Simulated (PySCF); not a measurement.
These compounds are isomers of formula C6H12O2.

A. `CC(C)[C@H](C)OC=O`
B. SMILES COC(=O)C(C)(C)C
C. `O(C(C)=O)C(C)(C)C`

Spectrum 1. $^{13}$C{$^{1}$H} NMR (computed): δ 176.1 (C), 80.6 (C), 28.8 (CH3), 25.0 (CH3).

Spectrum 2. $^{13}$C{$^{1}$H} NMR (computed): δ 185.9 (C), 53.8 (CH3), 41.3 (C), 29.0 (CH3).

Spectrum 3. $^{13}$C{$^{1}$H} NMR (computed): δ 165.6 (CH), 75.7 (CH), 37.1 (CH), 22.7 (CH3), 20.2 (CH3), 16.0 (CH3).

- GFN2-xTB geometry
- NMR shieldings at PBE0/pcSseg-1/GIAO
- run in PySCF 2.14.0 with density-fitted response routines
- averaged over atoms made equivalent by symmetry, fast rotation or ring inversion, one computed conformer, no solvent model, non-relativistic

δ = σ(ref) − σ, references computed at the same level: $^{13}$C (186.93 ppm) against TMS. Shifts are as computed. Against solution values, carbons near 30 ppm lie about +3 ppm off and those near 130 ppm about +5 ppm. Of 1211 compounds with measured shifts, 218 miss one by over three times the rms of a fit or turn the order of signals round; such compounds aren't used in these exercises.

Q: Match each spectrum to its structure.

A: 1–C, 2–B, 3–A.

- Spectrum 1 (C): 4 $^{13}$C signals; δC 176.1 is an ester carbonyl carbon; δC 80.6 is a fully substituted sp3 carbon bonded to O.
- Spectrum 2 (B): 4 $^{13}$C signals; δC 185.9 is an ester carbonyl carbon; δC 53.8 is a methyl carbon bonded to O.
- Spectrum 3 (A): 6 $^{13}$C signals; δC 165.6 is an ester carbonyl carbon; δC 75.7 is an sp3 CH bonded to O.
